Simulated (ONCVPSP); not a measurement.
# Tm ONCV: all-electron and pseudo phase curves

```json
{"Element": "thulium (Tm)", "Generator": "ONCVPSP 4.0.1", "Type": "optimised norm-conserving Vanderbilt (ONCV)", "Functional": "LDA (Perdew-Zunger)", "Relativity": "scalar-relativistic", "Frozen core": "[Kr] 4d10 4f13", "Valence charge": "10", "Reference configuration": "5s2 5p6 6s2", "Partial waves": "5s+6s: rc 1.55 bohr, ncon 4, nbas 7, qcut 5.9 1/bohr, 2 projectors; 5p: rc 2.00 bohr, ncon 4, nbas 9, qcut 7.7 1/bohr, 2 projectors, debl 2.5 Ha; d scattering state at 0.28 Ha: rc 1.60 bohr, ncon 4, nbas 9, qcut 5.1 1/bohr, 2 projectors, debl 1.5 Ha", "Local potential": "polynomial inside 1.00 bohr (lpopt 5, dvloc0 0 Ha)", "Core correction": "Teter function, fcfact 4.5, rcfact 1.35"}
```

In the d channel the program set the typed energies aside and used 0.050, 1.550 Ha.

The phase is arctan(r·R′/R) of the radial function R(r), unwrapped; energies in Ha, scanned from -3 to 5 Ha. A pole is an energy at which the radial function vanishes at the test radius. The pseudo phase is shifted by a multiple of π to meet the all-electron one at the reference energy, and phase errors are pseudo minus all-electron; the curves can meet again beyond the range given. Levels narrower than the energy grid can be missing from the lists of poles. Where the grid stepped over a known ghost or core level, its pole and its step of π were put in at the level’s energy.

```
channel  radius (bohr)  reference energy (Ha)  poles, all-electron  poles, pseudo  unbroken range about the reference energy with phases within 0.05 rad  phase error 1 Ha above the reference energy (rad)
      s           1.57                  -0.15                -0.61   -2.19, -0.61                                                             above -2.2                                             +0.000
      p           2.03                  -0.99                -0.44          -0.44                                                        the whole range                                             -0.000
      d           1.62                   0.05                 3.26           3.25                                                        the whole range                                             -0.000
```

Note: ghosts flagged at negative energy: s at -59.6 eV; GHOST(+) flagged for p at 158.6 eV. A true bound ghost makes a file unfit for plane-wave use.

Phases in the p channel:

```csv
E (Ha),all-electron,pseudo
-2.98,1.238,1.238
-2.76,1.206,1.206
-2.54,1.164,1.163
-2.32,1.103,1.103
-2.10,1.009,1.008
-1.88,0.845,0.845
-1.66,0.509,0.509
-1.44,-0.181,-0.182
-1.22,-0.893,-0.893
-1.00,-1.247,-1.247
-0.78,-1.423,-1.423
-0.56,-1.527,-1.527
-0.34,-1.601,-1.601
-0.12,-1.659,-1.659
0.10,-1.711,-1.711
0.32,-1.762,-1.762
0.54,-1.817,-1.817
0.76,-1.881,-1.881
0.98,-1.963,-1.963
1.20,-2.075,-2.075
1.42,-2.244,-2.244
1.64,-2.519,-2.519
1.86,-2.955,-2.955
2.08,-3.475,-3.476
2.30,-3.874,-3.875
2.52,-4.118,-4.120
2.74,-4.269,-4.271
2.96,-4.367,-4.370
3.18,-4.436,-4.439
3.40,-4.487,-4.491
3.62,-4.527,-4.531
3.84,-4.559,-4.564
4.06,-4.585,-4.591
4.28,-4.608,-4.615
4.50,-4.627,-4.637
4.72,-4.644,-4.657
4.94,-4.660,-4.678
```
